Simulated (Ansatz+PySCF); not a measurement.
# singlet TiO2: levels of theory in one basis

```xyz
3

Ti    0.0000    0.0000   -0.3888
O     0.0000    1.3256    0.5346
O     0.0000   -1.3256    0.5346
```

Basis set: def2-SVP (spherical functions). Left uncorrelated: 7 orbitals. Charge 0, multiplicity 1.

Computed with Ansatz (development build ahead of 0.2.0); each method stands on the lowest determinant of its kind that the runs found. NEVPT2 correlates all electrons. Active spaces start from the frontier orbitals, and the lowest solution found is given.

| method | E − E(RHF) (eV) | <S²> of the determinant |
| --- | --- | --- |
| RHF | 0.00 | 0.00 |
| RHF-CCSD | -18.75 | – |
| RHF-CCSD(T) | -20.10 | – |
| CASSCF(2,2) | -0.94 | – |
| SC-NEVPT2(2,2) | -19.77 | – |

Problem. What does RHF-MP2 give on the same scale?

Solution. -20.24 eV.

Problem. Is a single determinant a sound starting point here?

Solution. It is doubtful. Unrestricted orbitals gain 0.00 eV with <S²> 0.00 against 0.00 for a pure state, but the cluster amplitudes or the share of triples are large. The CASSCF(2,2) natural occupations are 1.90, 0.10.

Caution: other spin multiplicities were not run. Caution for RHF-MP2, RHF-CCSD, RHF-CCSD(T): large share of triples, a single reference is doubtful.
